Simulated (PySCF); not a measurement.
Worked example: oscillator strength and radiative lifetime

C3H9NSi2, SMILES CC1=N[C@@H]([SiH3])[SiH2]1.

Geometry: r2SCAN-D4/def2-SVP. The structure was generated by enumeration; whether it is a known compound was not checked.

TDA-LC-ωPBE/def2-SVPD (PySCF) puts the first singlet state with f over 0.02 at 6.53 eV (vertical), with the transition dipole (-0.391, -0.042, 0.017) in atomic units.

Q: Find the oscillator strength, the wavelength and the radiative lifetime that this transition would have in vacuum if emission retraced absorption.

A: 
|μ|² = 0.1549 au, so |μ| = 1.00 D. ΔE = 6.53/27.211 = 0.2400 hartree. f = (2/3) ΔE |μ|² = 0.025 (the program prints 0.025).
λ = 1239.84/6.53 = 190 nm; ν = 52668 cm⁻¹.
Einstein's coefficient A = 0.6670 ν² f s⁻¹ (ν in cm⁻¹) = 4.6e7 s⁻¹, so τ = 1/A = 22 ns. This state is S3; the lower singlets have f = 0.000, 0.003. The figure is the radiative limit of this one transition; relaxation, internal conversion, crossing to triplets and a medium change what is measured.
